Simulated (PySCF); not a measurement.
## Calculated data, Al$_{2}$GeH$_{2}$O, AlClGeO, AlGeH$_{2}$O$_{2}$, CH$_{6}$Ge$_{2}$O and others

Computed with PySCF 2.14.0. Calculation on a computer-drawn molecule: the log of a Hartree-Fock and frozen-core CCSD(T) single point meant for a local Hartree-Fock minimum, with one planted fault or none, to be diagnosed. Offsets are logged minus clean, where the clean run is the same molecule without the fault. The reference is restricted for singlets and unrestricted otherwise, and also for a bond in bohr or an excited solution. Adding or removing an electron swaps singlet and doublet. The excited solution moves the top pair (singlet) or top alpha electron (doublet) to the lowest empty orbital. Highest occupied and lowest empty are orbital energies over both spins, largest force is the largest gradient component, triples share is (T) over the correlation energy, the T1 limit is 0.02 restricted and 0.045 unrestricted, electrons count all cores, a negative frequency is imaginary (commonest isotopes), and the dipole is about the centre of nuclear charge; on germanium a core potential holds 10 electrons, which the energies leave out, and 3d is frozen in MP2 and coupled-cluster steps.

Common to all runs: meant multiplicity 1; meant basis and core potential on germanium cc-pVDZ-PP ECP10MDF; logged SCF converged yes; possible faults no fault, one electron removed, one electron added, multiplicity raised by two, geometry at a saddle point, SCF held on an excited solution, minimal basis STO-3G, one bond length entered in bohr, all coordinates scaled.

(1) Al$_{2}$GeH$_{2}$O

Logged structure:
```xyz
6
Al2GeH2O
O     -0.5183     3.9982     0.3800
Al    -0.0443     2.5670     0.8401
Ge     0.4780     0.2299     1.5030
Al    -1.4596    -1.5686     1.1921
H      1.7499    -0.0950     0.6889
H      0.9510     0.3725     2.9666
```

| Quantity | Value |
| --- | --- |
| meant charge | 0 |
| meant basis | cc-pV(D+d)Z |
| logged electrons | 68 |
| logged basis functions | 93 |
| logged spin squared | 2.0206 |
| logged highest occupied | -7.13 eV |
| logged lowest empty | -1.1473 eV |
| logged largest force | 0.010213 hartree/bohr |
| logged T1 diagnostic | 0.035798 |
| logged D1 diagnostic | 0.10867 |
| logged triples share | 0.041499 |
| logged CC converged | yes |
| logged dipole magnitude | 7.1966 debye |
| logged SCF stable within its kind | yes |
| logged energy HF | -853.17177 hartree |
| logged energy CCSD(T) | -853.59501 hartree |
| planted fault | multiplicity raised by two |
| HF energy offset from clean run | 26.43 kcal/mol |
| CCSD(T) energy offset from clean run | 39.7 kcal/mol |

Drawn bonds:
```csv
atom,other atom,order
1,2,2
2,3,1
3,4,1
3,5,1
3,6,1
```

(2) AlClGeO

Logged structure:
```xyz
4
AlClGeO
O      0.7553     1.3390     3.7819
Al    -0.0129     1.1537     2.4194
Ge    -1.3251     0.9877     0.1359
Cl    -0.7355    -3.1359    -0.1470
```

| Property | Result |
| --- | --- |
| meant charge | 0 |
| meant basis | cc-pV(D+d)Z |
| logged electrons | 70 |
| logged basis functions | 83 |
| logged spin squared | 1.0367 |
| logged highest occupied | -9.158 eV |
| logged lowest empty | -1.5407 eV |
| logged largest force | 0.0056111 hartree/bohr |
| logged T1 diagnostic | 0.04188 |
| logged D1 diagnostic | 0.13501 |
| logged triples share | 0.035202 |
| logged CC converged | yes |
| logged dipole magnitude | 6.921 debye |
| logged SCF stable within its kind | yes |
| logged energy HF | -1069.58812 hartree |
| logged energy CCSD(T) | -1070.05884 hartree |
| planted fault | one bond length entered in bohr, row 3 of the drawn bonds |
| HF energy offset from clean run | 56.34 kcal/mol |
| CCSD(T) energy offset from clean run | 77.36 kcal/mol |

Drawn bonds:
```csv
atom,other atom,order
1,2,2
2,3,1
3,4,1
```

(3) AlClGeO

Logged structure:
```xyz
4
AlClGeO
O      0.7553     1.3390     3.7819
Al    -0.0129     1.1537     2.4194
Ge    -1.3251     0.9877     0.1359
Cl    -1.0131    -1.1944    -0.0138
```

| Item | Value |
| --- | --- |
| meant charge | 0 |
| meant basis | cc-pV(D+d)Z |
| logged electrons | 69 |
| logged basis functions | 83 |
| logged spin squared | 1.0177 |
| logged highest occupied | -13.62 eV |
| logged lowest empty | -8.0531 eV |
| logged largest force | 0.036657 hartree/bohr |
| logged dipole magnitude | 6.6035 debye |
| logged SCF stable within its kind | no |
| logged energy HF | -1069.34858 hartree |
| planted fault | one electron removed |
| HF energy offset from clean run | 206.6 kcal/mol |

Drawn bonds:
```csv
atom,other atom,order
1,2,2
2,3,1
3,4,1
```

Notes: coupled-cluster numbers left out as unreliable.

(4) AlGeH$_{2}$O$_{2}$

Logged structure:
```xyz
6
AlGeH2O2
O     -2.0153     3.5691     1.5278
Al    -1.0665     2.3488     1.2772
O     -0.0297     1.0153     1.0043
Ge     0.9929    -0.2999     0.7368
H      1.0055    -1.3544     1.8116
H      1.7792    -0.2731    -0.5469
```

| Quantity | Value |
| --- | --- |
| meant charge | 1 |
| meant basis | cc-pV(D+d)Z |
| logged electrons | 61 |
| logged basis functions | 84 |
| logged spin squared | 0.7557 |
| logged highest occupied | -23.902 eV |
| logged lowest empty | -10.175 eV |
| logged largest force | 0.10946 hartree/bohr |
| logged T1 diagnostic | 0.018068 |
| logged D1 diagnostic | 0.04217 |
| logged triples share | 0.021777 |
| logged CC converged | yes |
| logged dipole magnitude | 0.026232 debye |
| logged SCF stable within its kind | yes |
| logged energy HF | -685.49871 hartree |
| logged energy CCSD(T) | -685.96533 hartree |
| planted fault | one electron removed |
| HF energy offset from clean run | 266.3 kcal/mol |
| CCSD(T) energy offset from clean run | 315.7 kcal/mol |

Drawn bonds:
```csv
atom,other atom,order
1,2,2
2,3,1
3,4,1
4,5,1
4,6,1
```

(5) CH$_{6}$Ge$_{2}$O

Logged structure:
```xyz
10
CH6Ge2O
O      0.8373     3.4380    -0.2893
Ge     0.6699     1.8420    -0.5111
C      0.1216     0.5854     0.8542
Ge    -1.7785     0.0240     0.7958
H      0.9260     1.1640    -1.8619
H      0.7322    -0.3171     0.7582
H      0.3138     1.0401     1.8279
H     -2.2221    -1.9412     2.8672
H     -2.6846     1.2352     1.0163
H     -2.0829    -0.5965    -0.5723
```

| Quantity | Value |
| --- | --- |
| meant charge | 0 |
| meant basis | cc-pVDZ |
| logged electrons | 84 |
| logged basis functions | 104 |
| logged spin squared | 0.8597 |
| logged highest occupied | -9.2559 eV |
| logged lowest empty | 0.41638 eV |
| logged largest force | 0.0061603 hartree/bohr |
| logged T1 diagnostic | 0.041558 |
| logged D1 diagnostic | 0.18522 |
| logged triples share | 0.038537 |
| logged CC converged | yes |
| logged dipole magnitude | 4.9027 debye |
| logged SCF stable within its kind | yes |
| logged energy HF | -702.82036 hartree |
| logged energy CCSD(T) | -703.40171 hartree |
| planted fault | one bond length entered in bohr, row 7 of the drawn bonds |
| HF energy offset from clean run | 64.42 kcal/mol |
| CCSD(T) energy offset from clean run | 72.3 kcal/mol |

Drawn bonds:
```csv
atom,other atom,order
1,2,2
2,3,1
3,4,1
2,5,1
3,6,1
3,7,1
4,8,1
4,9,1
4,10,1
```

(6) AlGeH$_{4}$NO

Logged structure:
```xyz
8
AlGeH4NO
O      0.9890     3.5970     0.2176
Ge     0.3278     2.2101    -0.2928
N      0.9198     0.5805     0.1751
Al     0.3429    -1.0613    -0.2691
H     -0.8656     2.0508    -1.2232
H      1.7136     0.6545     0.7940
H      1.0984    -2.3057     0.3250
H     -0.8963    -1.1389    -1.2356
```

| Property | Result |
| --- | --- |
| meant charge | 0 |
| meant basis | cc-pV(D+d)Z |
| logged electrons | 64 |
| logged basis functions | 94 |
| logged spin squared | 0 |
| logged highest occupied | -3.3467 eV |
| logged lowest empty | -7.042 eV |
| logged largest force | 0.074467 hartree/bohr |
| logged CC converged | no |
| logged dipole magnitude | 2.7381 debye |
| logged SCF stable within its kind | no |
| logged energy HF | -666.3079 hartree |
| planted fault | SCF held on an excited solution |
| HF energy offset from clean run | 396.2 kcal/mol |

Drawn bonds:
```csv
atom,other atom,order
1,2,2
2,3,1
3,4,1
2,5,1
3,6,1
4,7,1
4,8,1
```

Notes: CCSD not converged.

(7) Ge$_{2}$H$_{4}$NO

Logged structure:
```xyz
8
Ge2H4NO
O     -1.8930     1.0023     0.3924
Ge    -1.6796     0.7399    -1.1574
N     -0.0886    -0.1608    -1.3965
Ge     0.8870    -0.5720    -0.0306
H     -2.3385     0.9818    -2.4637
H      0.2379    -0.4253    -2.2984
H      2.1527    -1.2979    -0.3201
H      0.4194    -0.1878     1.3198
```

| Item | Value |
| --- | --- |
| meant charge | 1 |
| meant basis | cc-pVDZ |
| logged electrons | 82 |
| logged basis functions | 94 |
| logged spin squared | 0 |
| logged highest occupied | -16.047 eV |
| logged lowest empty | -4.7745 eV |
| logged largest force | 0.025471 hartree/bohr |
| logged T1 diagnostic | 0.026497 |
| logged D1 diagnostic | 0.089979 |
| logged triples share | 0.034186 |
| logged CC converged | yes |
| logged dipole magnitude | 6.5458 debye |
| logged SCF stable within its kind | yes |
| logged energy HF | -718.09801 hartree |
| logged energy CCSD(T) | -718.67227 hartree |
| planted fault | all coordinates scaled, by -1.4 % |
| HF energy offset from clean run | 1.252 kcal/mol |
| CCSD(T) energy offset from clean run | 4.379 kcal/mol |

Drawn bonds:
```csv
atom,other atom,order
1,2,2
2,3,1
3,4,1
2,5,1
3,6,1
4,7,1
4,8,1
```

Notes: T1 above single-reference limit.

(8) GeH$_{2}$O$_{3}$

Logged structure:
```xyz
6
GeH2O3
O      0.7003     0.6957    -2.0006
Ge    -0.2309    -0.2991    -1.1399
O      0.2657    -1.7095    -0.2507
O     -1.9373    -0.2318    -0.8758
H      1.1955    -1.8945    -0.2914
H     -2.2759    -0.9297    -0.3288
```

| Property | Result |
| --- | --- |
| meant charge | 0 |
| meant basis | cc-pVDZ |
| logged electrons | 58 |
| logged basis functions | 75 |
| logged spin squared | 0 |
| logged highest occupied | -5.509 eV |
| logged lowest empty | -5.1683 eV |
| logged largest force | 0.25925 hartree/bohr |
| logged CC converged | no |
| logged dipole magnitude | 3.3454 debye |
| logged SCF stable within its kind | no |
| logged energy HF | -518.61631 hartree |
| planted fault | SCF held on an excited solution |
| HF energy offset from clean run | 329.4 kcal/mol |

Drawn bonds:
```csv
atom,other atom,order
1,2,2
2,3,1
2,4,1
3,5,1
4,6,1
```

Notes: CCSD not converged.
